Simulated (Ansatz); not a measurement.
Basis-set series for C₂H₆SSi (`C=CS[SiH3]`). Charge 0, multiplicity 1. Geometry: relaxed with PBE0-D4/def2-TZVP. It is one conformer, not always the lowest.

```json
{"functional": "PBE0-D4", "basis": "def2-TZVPP", "functions": "230", "energy (Eh)": "-767.19115", "HOMO (eV)": "-6.76", "LUMO (eV)": "-0.40"}
{"functional": "PBE0-D4", "basis": "def2-QZVPP", "functions": "434", "energy (Eh)": "-767.21752", "HOMO (eV)": "-6.78", "LUMO (eV)": "-0.47"}
{"functional": "ωB97M-V", "basis": "def2-TZVPP", "functions": "230", "energy (Eh)": "-767.45435", "HOMO (eV)": "-8.86", "LUMO (eV)": "1.63"}
{"functional": "ωB97M-V", "basis": "def2-QZVPP", "functions": "434", "energy (Eh)": "-767.47922", "HOMO (eV)": "-8.89", "LUMO (eV)": "1.41"}
```

Give the rows for def2-SVP. (An estimate is asked.)

Computed: 
```tsv
functional	basis	functions	energy (Eh)	HOMO (eV)	LUMO (eV)
PBE0-D4	def2-SVP	94	-766.86155	-6.69	-0.15
ωB97M-V	def2-SVP	94	-767.11950	-8.76	2.01
```

Positive LUMOs are unbound and depend on the basis.
